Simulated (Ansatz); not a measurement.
SiEt(NMe2)3 (C8H23N3Si), relaxed as a singlet with RKS PBE-D4/def2-SVP in Ansatz, starting from the GFN2-xTB geometry. Force threshold 0.03 eV/Å.

Start:

```xyz
35

Si   -0.239    0.042    0.060
C    -1.609    1.242   -0.533
C    -1.161    2.157   -1.669
H    -1.970    1.856    0.292
H    -2.464    0.664   -0.884
H    -1.963    2.833   -1.965
H    -0.304    2.758   -1.374
H    -0.876    1.571   -2.537
N     0.890   -0.385   -1.187
C     0.480   -1.078   -2.385
C     2.152    0.288   -1.351
H     0.404   -0.394   -3.240
H    -0.486   -1.543   -2.221
H     1.210   -1.853   -2.641
H     2.445    0.747   -0.413
H     2.924   -0.430   -1.647
H     2.103    1.068   -2.122
N    -0.991   -1.455    0.483
C    -2.212   -1.504    1.244
C    -0.305   -2.721    0.474
H    -2.887   -2.259    0.826
H    -2.703   -0.537    1.216
H    -2.020   -1.766    2.292
H     0.635   -2.620   -0.057
H    -0.101   -3.076    1.493
H    -0.918   -3.481   -0.024
N     0.553    0.768    1.418
C     0.838    2.175    1.539
C     1.311   -0.022    2.356
H     0.618    2.515    2.556
H     0.225    2.738    0.844
H     1.893    2.397    1.332
H     1.029   -1.065    2.262
H     2.391    0.063    2.183
H     1.105    0.311    3.378
```

(1) Estimate the energy that the relaxation releases and the steps that it takes.

(2) Does the start keep its bonding and symmetry?

(3) Predict the relaxed structure.

Answers

(1) 28.2 kJ/mol, in 7 steps; 19 s on 2 threads of AMD EPYC 7R13 on a shared host and a share (18 GiB) of an NVIDIA H100 80GB HBM3. No frequencies were taken in this run, so the end may be a saddle point.

(2) By distances, no bond broke or formed. The bond that changes most is Si1–N18, from 1.73 to 1.75 Å (atoms count from 1).

(3) 
```xyz
35

Si   -0.264    0.045    0.055
C    -1.618    1.230   -0.564
C    -1.144    2.226   -1.635
H    -2.080    1.766    0.295
H    -2.426    0.591   -0.983
H    -1.973    2.866   -2.002
H    -0.352    2.905   -1.255
H    -0.714    1.702   -2.513
N     0.877   -0.371   -1.218
C     0.443   -1.075   -2.406
C     2.203    0.198   -1.315
H     0.416   -0.418   -3.312
H    -0.576   -1.489   -2.260
H     1.117   -1.932   -2.652
H     2.464    0.726   -0.377
H     2.979   -0.589   -1.489
H     2.297    0.933   -2.154
N    -1.001   -1.476    0.526
C    -2.248   -1.507    1.261
C    -0.313   -2.749    0.492
H    -2.966   -2.243    0.826
H    -2.743   -0.515    1.248
H    -2.107   -1.790    2.335
H     0.649   -2.646   -0.048
H    -0.091   -3.144    1.516
H    -0.918   -3.532   -0.027
N     0.593    0.802    1.387
C     0.748    2.228    1.565
C     1.424    0.006    2.268
H     0.558    2.527    2.625
H     0.032    2.789    0.933
H     1.775    2.595    1.309
H     1.197   -1.071    2.148
H     2.520    0.144    2.082
H     1.244    0.268    3.339
```
Bond lengths: 6 × C–N 1.45 Å; 3 × N–Si 1.75 to 1.76 Å; 1 × C–Si 1.90 Å; 1 × C–C 1.54 Å; 23 × C–H 1.11 to 1.12 Å.
